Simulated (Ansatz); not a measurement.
A structure relaxed at r2SCAN-D4/def2-SVP in Ansatz, charge 0, singlet:

```
atom   x (Å)   y (Å)   z (Å)
 Zr1   0.429   0.151  -0.636
  N2  -0.727  -0.228   0.977
  H3  -1.231   0.463   1.534
  H4  -0.890  -1.145   1.394
  F5  -0.117   1.837  -1.348
  F6   0.273  -1.336  -1.827
  F7   2.263   0.258  -0.095
```

(1) Give its formula, name or SMILES.

(2) Summarise the bond lengths by kind (pairs closer than 1.2 times the sum of covalent radii, bridged metal pairs left out).

Results:

(1) Zr(NH2)F3 (ZrNF3H2).

(2) 3 × F–Zr 1.91 to 1.92 Å; 1 × N–Zr 2.02 Å; 2 × H–N 1.02 Å. The metal has 4 neighbours: N 2.02 Å, F 1.91 Å, F 1.91 Å, F 1.92 Å.

In the def2 sets Zr takes a core potential; there is no spin–orbit coupling.
